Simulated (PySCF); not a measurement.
Job file and geometry (Å, from PBE0-D3(BJ)/def2-SVP) of an NMR shielding run on `[Cl][Ti]([Cl])([Cl])[Cl]`, Cl4Ti, PySCF, GIAO PBE0/pcSseg-1 Ti:pcSseg-2 NMR shielding, non-relativistic, gas phase; density fitting, a coarse starting grid and PySCF grid level 2 are the driver's defaults:

```
{"job": {"kind": "nmr", "xc": "PBE0", "basis": {"default": "pcSseg-1", "Ti": "pcSseg-2"}}, "charge": 0, "multiplicity": 1}
Ti    -0.004763     0.000447     0.004001
Cl    -0.000418    -0.019148     2.158655
Cl     2.024027     0.008486    -0.708933
Cl    -1.014112     1.765002    -0.709936
Cl    -1.004724    -1.754798    -0.743786
```

Question: What does the program print?

Answer: 
```
coarse grid: 32720 points
cycle   1  E = -2689.4952515851  dE =  4.096e-01  |g| = 8.780e-01  |ddm| = 2.361e+00
cycle   2  E = -2680.0806414893  dE =  9.415e+00  |g| = 8.413e+00  |ddm| = 2.893e+00
cycle   3  E = -2689.4238663851  dE = -9.343e+00  |g| = 1.205e+00  |ddm| = 2.044e+00
cycle   4  E = -2689.6733003631  dE = -2.494e-01  |g| = 1.851e-01  |ddm| = 4.648e-01
cycle   5  E = -2689.6781989207  dE = -4.899e-03  |g| = 7.114e-02  |ddm| = 6.018e-02
cycle   6  E = -2689.6793255726  dE = -1.127e-03  |g| = 7.621e-03  |ddm| = 4.445e-02
cycle   7  E = -2689.6793367402  dE = -1.117e-05  |g| = 2.164e-03  |ddm| = 5.298e-03
cycle   8  E = -2689.6793376387  dE = -8.986e-07  |g| = 6.904e-04  |ddm| = 1.567e-03
final grid: 60240 points
cycle   9  E = -2689.6793535862  dE =  3.067e-07  |g| = 1.469e-03  |ddm| = 1.840e-03
cycle  10  E = -2689.6793493774  dE =  4.209e-06  |g| = 4.719e-03  |ddm| = 3.593e-03
cycle  11  E = -2689.6793539482  dE = -4.571e-06  |g| = 7.449e-04  |ddm| = 2.700e-03
cycle  12  E = -2689.6793540841  dE = -1.359e-07  |g| = 1.580e-05  |ddm| = 5.944e-04
cycle  13  E = -2689.6793540842  dE = -8.504e-11  |g| = 4.876e-06  |ddm| = 1.866e-05
converged SCF energy = -2689.6793540842

GIAO shielding tensors (ppm)
atom      isotropic    diamagn.    paramagn.     s11        s22        s33       span
  0 Ti    -940.312    1607.644   -2547.956   -948.135   -938.694   -934.106     14.029
  1 Cl      40.225    1148.373   -1108.147   -412.034   -411.008    943.719   1355.752
  2 Cl      34.622    1148.376   -1113.754   -419.468   -417.487    940.823   1360.291
  3 Cl      39.195    1148.371   -1109.176   -413.586   -411.901    943.072   1356.658
  4 Cl      38.660    1148.372   -1109.712   -413.494   -413.329    942.802   1356.296
```

Size and cost of the density-fitted run: 169 basis functions, roughly 16 core-seconds.
